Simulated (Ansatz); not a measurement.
Reaction (formal exchange of groups at a B–S bond): `CNB(F)S` + `[SiH3]Cl` → `CNB(F)[SiH2]Cl` + H₂S

Computed with Ansatz on PBE0-D4/def2-TZVP structures; ΔE is electronic, products minus reactants. CCSD(T)/CBS is the MP2 limit (def2-TZVPP, def2-QZVPP) plus CCSD(T) − MP2 in def2-TZVPP, frozen cores. This one scheme is used for every species. DFT in def2-TZVPP. B3LYP here is the variant with VWN-RPA as its local correlation; programs differ in this. One conformer a species, not always the lowest.

`CNB(F)S`:

Cartesian coordinates in Å:
```
C 0.136 0.056 1.558
N -0.364 0.392 0.244
B 0.058 -0.176 -0.956
F 1.008 -1.121 -0.949
S -0.668 0.351 -2.549
H -0.659 -0.326 2.204
H 0.897 -0.718 1.466
H 0.591 0.922 2.047
H -1.077 1.101 0.226
H 0.077 -0.481 -3.291
```

`[SiH3]Cl`:

Z-matrix (Å, degrees):
```
Si
Cl 1 2.054
H 1 1.481 2 108.5
H 1 1.481 2 108.5 3 -120.0
H 1 1.481 2 108.5 3 120.0
```

`CNB(F)[SiH2]Cl`:

Z-matrix (Å, degrees):
```
C
N 1 1.447
H 1 1.093 2 111.2
H 1 1.093 2 111.2 3 120.8
H 1 1.089 2 109.3 3 -119.6
B 2 1.385 1 126.8 3 119.7
H 2 1.009 1 115.4 3 -60.3
Si 6 2.024 2 120.3 1 179.9
F 6 1.345 2 119.8 1 -0.0
Cl 8 2.080 6 107.4 2 0.2
H 8 1.486 6 113.6 2 -117.8
H 8 1.486 6 113.6 2 118.2
```

H₂S:

```xyz
3

S    -0.039    0.540   -0.301
H     0.305    0.196    0.949
H    -0.266   -0.736   -0.647
```

```
         level  ΔE (kJ/mol)
      B3LYP-D4         62.2
MP2/def2-QZVPP         71.3
```

Problem. What does CCSD(T)/CBS give? (Estimate.)

Solution. The calculation gave: +63.8 kJ/mol. The listed levels differ from it by -1.6, 7.5 kJ/mol.

Largest T1 diagnostic among the species: 0.012.

In def2-TZVPP, CCSD(T) changes the Hartree–Fock value by −13.6 kJ/mol (the triples alone add −1.2 kJ/mol) and MP2 by −6.4 kJ/mol. From PBE to PBE0 (25 % exact exchange), in def2-TZVPP and without D4, ΔE moves by +4.8 kJ/mol. The D4 term adds −3.6 kJ/mol with B3LYP and −2.3 kJ/mol with PBE0; it sums over pairs of atoms, weighted by their polarisabilities, and B3LYP, whose exchange is more repulsive, gets the larger term.
